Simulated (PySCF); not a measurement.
1-chlorocyclopenta-1,3-diene (C₅H₅Cl), SMILES ClC1=CC=CC1. Heavy atoms are numbered as in [Cl:1][C:2]1=[CH:3][CH:4]=[CH:5][CH2:6]1. Hydrogens are named by the atom that carries them.

Coordinates come from a ωB97X-D3(BJ)/def2-SVP optimisation. Other conformers were not sampled.

Computed with PBE/pcSseg-1 in PySCF.

GIAO shieldings, no solvent; atoms alike by connectivity are averaged. δ = σ(ref) − σ: ³⁵Cl against HCl (σ = 936.5 ppm); ¹³C against TMS (σ = 182.0 ppm); ¹H against TMS (σ = 31.49 ppm), references at their B3LYP-D3(BJ)/def2-TZVP geometries, non-relativistic (without spin–orbit terms, shifts of atoms bonded to Cl or Br come out too high).

Question: Estimate the chemical shifts. (The exact figures need the calculation; the answer reports its results.)

Answer: 
```csv
nucleus,atoms,count,δ (ppm)
³⁵Cl,Cl1,1,222.3
¹³C,C2,1,150.4
¹³C,C4 (CH),1,141.5
¹³C,C5 (CH),1,137.4
¹³C,C3 (CH),1,136.1
¹³C,C6 (CH2),1,53.1
¹H,H on C4,1,6.90
¹H,H on C3,1,6.68
¹H,H on C5,1,6.61
¹H,H on C6,2,3.31
```
